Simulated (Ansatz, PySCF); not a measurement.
Dimer: H2 (SMILES [H][H]) (first 2 atoms) with CH4S (SMILES CS); geometry from B3LYP-D3(BJ)/def2-TZVP, rigid monomers moved along the line of their centres of mass till H1···S4 is 2.73 Å.
(charge 0, multiplicity 1):
```tsv
atom	x (Å)	y (Å)	z (Å)
H	0.0296	-0.3295	0.1544
H	0.3783	-0.1610	-0.4832
C	0.9394	0.6859	2.7892
S	-0.6982	-0.1134	2.7728
H	0.9449	1.5601	3.4367
H	1.6323	-0.0520	3.1900
H	1.2570	0.9561	1.7841
H	-1.3866	0.9286	2.2792
```

Interaction energies are E(AB) − E(A) − E(B) at the monomers' geometry in the complex; basis-set methods are counterpoise corrected. Rows marked so take none.

Rows in 3-21G, 6-31G* carry no dispersion term and start afresh at each structure (6-31G* with six Cartesian d functions).

The values were computed with Ansatz (Gaussian orbitals); PySCF for 3-21G rows, 6-31G* rows, the dispersion terms. Each number belongs to the level named beside it.

Q: One of these levels gives 21.3 meV for the interaction energy. Name it.
(A) B3LYP/3-21G (no counterpoise)
(B) HF/6-31G* (no counterpoise)
(C) r2SCAN-D3(BJ)/def2-TZVPPD
(D) HF/3-21G (no counterpoise)

A: D, HF/3-21G (no counterpoise). The others give 61.0 (HF/6-31G* (no counterpoise)), -10.4 (r2SCAN-D3(BJ)/def2-TZVPPD), -29.3 (B3LYP/3-21G (no counterpoise))

Ansatz is a first-principles code.
